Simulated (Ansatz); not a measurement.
Born–Oppenheimer molecular dynamics of CH$_{8}$OSi$_{2}$ (12 atoms, charge 0, multiplicity 1). It starts from a relaxed structure.

Theory: RKS PBE-D4/STO-3G in Ansatz 0.2.0.

```yaml
ensemble: NVE (velocity Verlet)
time_step: 0.25 fs
steps_asked: 250
starting_velocities_drawn_for: 300 K
seed: 437998
```

First frame:

```xyz
12
Properties=species:S:1:pos:R:3
Si 0.016 0.004 0.091
O 0.188 -0.451 1.742
Si -1.310 -0.490 2.586
H -2.258 -1.444 2.009
H -0.992 -0.897 3.947
H -1.970 0.817 2.617
C 1.745 0.020 -0.641
H 2.219 -0.973 -0.576
H 1.715 0.310 -1.705
H 2.397 0.738 -0.115
H -0.597 1.328 -0.048
H -0.829 -0.941 -0.646
```

**Question.** How far do the bonds stretch over the last three quarters of this one trajectory? (Pairs bonded in most of those frames.)

**Answer.** 
```tsv
bond	mean (Å)	spread (Å)	shortest	longest
Si1–O2	1.721	0.031	1.67	1.76
Si1–C7	1.877	0.025	1.83	1.92
Si1–H11	1.468	0.018	1.44	1.49
Si1–H12	1.469	0.040	1.41	1.52
O2–Si3	1.717	0.022	1.69	1.76
Si3–H4	1.466	0.014	1.44	1.49
Si3–H5	1.458	0.002	1.45	1.46
Si3–H6	1.466	0.019	1.44	1.50
C7–H8	1.103	0.007	1.09	1.12
C7–H9	1.103	0.008	1.09	1.12
C7–H10	1.103	0.006	1.09	1.11
```

Mean temperature of the second half: 151 K. The conserved energy stayed within 0.027 meV per atom of its start (net change 0.021 meV per atom), so the integration is sound. Over the second half the temperature averaged 0.50 of the 300 K drawn at the start: a run that starts near a minimum puts about half its kinetic energy into the potential. A run of 0.062 ps of so small a system gives no equilibrium averages. Limits of this set-up: minimal basis.

The run took 8.4 min on 1 thread of Arm Neoverse V1 (shared host), peak memory 0.091 GiB.
